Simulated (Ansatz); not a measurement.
Born–Oppenheimer molecular dynamics of a periodic cell of 34 atoms, H$_{23}$NO$_{10}$ (contents 10 H2O + 1 NH3, density as packed 1.07 g/cm³ with natural masses). It goes on from the last frame of an earlier run, with new velocities.

All numbers below come from Ansatz, DFT PBEsol, scalar-relativistic, plane waves, PAW. Settings: cutoff 420 eV, k mesh 1x1x1, fermi-dirac smearing 0.05 eV, no spin polarisation.

```json
{"ensemble": "NVT, Nosé–Hoover chain", "time step": "0.75 fs", "steps asked": "400", "set temperature": "400 K", "thermostat": "time constant 100 fs, chain length 3", "seed": "462590"}
```

Frames 0.75 fs apart, positions in Å.

Velocities at 52.5 fs (Å/ps):

```
O 2.77 -2.15 -7.92
H -9.45 -23.13 34.54
H -14.28 -2.52 -21.54
O -0.07 2.79 6.27
H -18.56 14.81 -19.63
H 23.58 -10.35 3.74
O -7.96 -1.93 1.31
H 13.86 -16.83 -15.83
H -11.53 6.77 -4.26
O -4.01 5.76 -4.17
H -4.07 29.13 24.27
H -1.44 31.41 -18.06
O -1.07 3.73 6.36
H 31.45 -29.41 -3.43
H -2.59 -17.98 7.61
O -1.36 3.39 -1.27
H -20.83 30.78 -16.27
H 3.46 -17.29 -30.15
O 5.73 -8.31 3.92
H -1.23 22.75 31.36
H 0.13 -18.19 27.69
O -4.09 5.04 -2.54
H 26.51 -9.81 -2.22
H -0.77 15.15 -9.29
O 8.05 2.24 0.55
H 3.38 11.24 -20.78
H 14.18 11.94 -32.37
O 0.71 -5.00 -0.08
H 1.92 3.60 6.44
H -35.10 0.17 9.29
N 2.38 -4.64 0.36
H -8.84 -29.86 -1.23
H -3.46 -18.77 -21.25
H 1.22 -7.22 27.55
```

```xyz
34
Lattice="6.7321 0.0000 0.0000 0.0000 6.7321 0.0000 0.0000 0.0000 6.7321" Properties=species:S:1:pos:R:3 time_fs=52.5 energy_less_start_eV=0.093 T=396
O 5.374 6.109 3.423
H 4.437 6.481 3.550
H 5.191 5.036 4.830
O 5.949 4.685 1.380
H 5.481 3.870 1.628
H 5.478 5.376 2.023
O 2.086 5.756 5.755
H 1.880 5.704 4.730
H 1.518 6.406 6.263
O 5.933 1.453 5.005
H 6.411 2.256 4.753
H 5.973 0.676 4.353
O 0.655 0.867 0.523
H 1.323 1.518 0.301
H -0.071 1.020 -0.200
O 4.813 2.278 1.733
H 4.437 1.777 2.562
H 5.739 1.846 1.694
O 2.968 2.057 6.257
H 2.462 2.900 6.087
H 3.837 1.994 6.774
O 3.265 1.098 3.836
H 2.414 1.110 3.438
H 3.112 1.530 4.708
O 1.114 5.270 3.138
H 1.115 5.167 2.138
H 0.104 5.479 3.228
O 1.008 3.464 5.124
H 0.901 4.282 5.637
H 1.248 3.849 4.187
N 4.768 4.509 5.660
H 3.784 4.769 5.751
H 4.851 3.519 5.574
H 5.313 4.724 6.589
34
Lattice="6.7321 0.0000 0.0000 0.0000 6.7321 0.0000 0.0000 0.0000 6.7321" Properties=species:S:1:pos:R:3 time_fs=53.2 energy_less_start_eV=0.085 T=399
O 5.376 6.108 3.417
H 4.433 6.463 3.576
H 5.179 5.034 4.812
O 5.949 4.687 1.385
H 5.467 3.879 1.614
H 5.498 5.368 2.026
O 2.080 5.754 5.756
H 1.891 5.693 4.724
H 1.510 6.412 6.258
O 5.930 1.457 5.002
H 6.410 2.278 4.770
H 5.971 0.700 4.339
O 0.654 0.870 0.528
H 1.349 1.498 0.297
H -0.070 1.006 -0.193
O 4.812 2.280 1.732
H 4.421 1.803 2.546
H 5.739 1.834 1.670
O 2.972 2.051 6.260
H 2.463 2.916 6.112
H 3.834 1.982 6.794
O 3.262 1.102 3.834
H 2.430 1.101 3.434
H 3.112 1.541 4.704
O 1.119 5.271 3.139
H 1.118 5.175 2.125
H 0.117 5.489 3.205
O 1.008 3.461 5.124
H 0.903 4.286 5.643
H 1.220 3.848 4.197
N 4.770 4.505 5.661
H 3.776 4.748 5.751
H 4.849 3.501 5.556
H 5.313 4.719 6.609
34
Lattice="6.7321 0.0000 0.0000 0.0000 6.7321 0.0000 0.0000 0.0000 6.7321" Properties=species:S:1:pos:R:3 time_fs=54.0 energy_less_start_eV=0.015 T=415
O 5.378 6.106 3.411
H 4.437 6.443 3.599
H 5.166 5.033 4.795
O 5.948 4.690 1.389
H 5.450 3.881 1.602
H 5.520 5.359 2.030
O 2.074 5.753 5.756
H 1.902 5.688 4.729
H 1.502 6.418 6.252
O 5.926 1.461 4.999
H 6.413 2.299 4.787
H 5.967 0.725 4.322
O 0.652 0.873 0.533
H 1.380 1.480 0.292
H -0.064 0.993 -0.185
O 4.811 2.282 1.732
H 4.405 1.831 2.528
H 5.730 1.826 1.646
O 2.976 2.045 6.263
H 2.468 2.929 6.137
H 3.823 1.976 6.814
O 3.260 1.106 3.832
H 2.432 1.092 3.422
H 3.114 1.553 4.704
O 1.125 5.273 3.138
H 1.122 5.184 2.122
H 0.134 5.499 3.184
O 1.009 3.457 5.123
H 0.907 4.293 5.649
H 1.190 3.848 4.213
N 4.772 4.503 5.662
H 3.766 4.730 5.751
H 4.846 3.479 5.537
H 5.309 4.714 6.627
34
Lattice="6.7321 0.0000 0.0000 0.0000 6.7321 0.0000 0.0000 0.0000 6.7321" Properties=species:S:1:pos:R:3 time_fs=54.8 energy_less_start_eV=-0.071 T=434
O 5.379 6.105 3.406
H 4.449 6.422 3.621
H 5.152 5.032 4.778
O 5.948 4.693 1.393
H 5.433 3.879 1.592
H 5.543 5.353 2.037
O 2.068 5.751 5.756
H 1.913 5.687 4.745
H 1.496 6.423 6.242
O 5.923 1.465 4.997
H 6.418 2.316 4.803
H 5.962 0.749 4.303
O 0.650 0.875 0.537
H 1.413 1.463 0.286
H -0.054 0.981 -0.175
O 4.812 2.284 1.731
H 4.389 1.861 2.509
H 5.713 1.820 1.623
O 2.981 2.039 6.266
H 2.480 2.935 6.164
H 3.806 1.974 6.834
O 3.259 1.110 3.830
H 2.421 1.081 3.404
H 3.118 1.563 4.708
O 1.131 5.274 3.138
H 1.129 5.192 2.127
H 0.153 5.510 3.168
O 1.009 3.453 5.122
H 0.913 4.298 5.656
H 1.160 3.847 4.229
N 4.775 4.500 5.662
H 3.756 4.714 5.752
H 4.844 3.457 5.515
H 5.303 4.710 6.641
34
Lattice="6.7321 0.0000 0.0000 0.0000 6.7321 0.0000 0.0000 0.0000 6.7321" Properties=species:S:1:pos:R:3 time_fs=55.5 energy_less_start_eV=-0.097 T=440
O 5.380 6.104 3.401
H 4.466 6.401 3.640
H 5.137 5.032 4.763
O 5.948 4.696 1.396
H 5.415 3.873 1.583
H 5.564 5.351 2.047
O 2.062 5.748 5.755
H 1.924 5.691 4.769
H 1.491 6.428 6.230
O 5.920 1.470 4.995
H 6.424 2.327 4.819
H 5.956 0.772 4.280
O 0.648 0.877 0.542
H 1.444 1.445 0.279
H -0.041 0.971 -0.168
O 4.813 2.285 1.730
H 4.370 1.889 2.493
H 5.689 1.817 1.600
O 2.985 2.033 6.269
H 2.497 2.934 6.192
H 3.785 1.976 6.854
O 3.258 1.113 3.828
H 2.402 1.069 3.381
H 3.122 1.573 4.714
O 1.136 5.276 3.136
H 1.137 5.200 2.140
H 0.172 5.523 3.156
O 1.010 3.449 5.122
H 0.920 4.301 5.661
H 1.129 3.848 4.244
N 4.778 4.496 5.663
H 3.748 4.701 5.754
H 4.842 3.440 5.493
H 5.295 4.705 6.651
34
Lattice="6.7321 0.0000 0.0000 0.0000 6.7321 0.0000 0.0000 0.0000 6.7321" Properties=species:S:1:pos:R:3 time_fs=56.2 energy_less_start_eV=-0.036 T=427
O 5.381 6.102 3.396
H 4.486 6.381 3.656
H 5.121 5.031 4.750
O 5.947 4.698 1.399
H 5.400 3.867 1.576
H 5.584 5.352 2.063
O 2.055 5.746 5.755
H 1.933 5.700 4.796
H 1.487 6.432 6.215
O 5.917 1.475 4.993
H 6.431 2.332 4.835
H 5.949 0.795 4.256
O 0.646 0.879 0.546
H 1.471 1.424 0.271
H -0.026 0.963 -0.163
O 4.814 2.286 1.729
H 4.349 1.913 2.483
H 5.661 1.813 1.579
O 2.989 2.027 6.272
H 2.520 2.925 6.220
H 3.762 1.982 6.876
O 3.257 1.117 3.825
H 2.381 1.055 3.359
H 3.127 1.580 4.719
O 1.142 5.277 3.134
H 1.149 5.207 2.158
H 0.189 5.537 3.150
O 1.010 3.445 5.122
H 0.930 4.301 5.664
H 1.100 3.851 4.252
N 4.781 4.493 5.664
H 3.744 4.689 5.757
H 4.840 3.430 5.472
H 5.284 4.701 6.655
```

Of the whole run (300 fs, mean temperature of the second half 483 K): The conserved energy stayed within 0.45 meV per atom of its start (net change 0.028 meV per atom), so the integration is sound. The mean temperature of the second half is 21 % above the set value. A run of 0.3 ps of so small a system gives no equilibrium averages. Limits of this set-up: coarse k mesh.

Time of the run: 12 min on 1 thread of Arm Neoverse V1, on a shared host, peak memory 0.36 GiB.
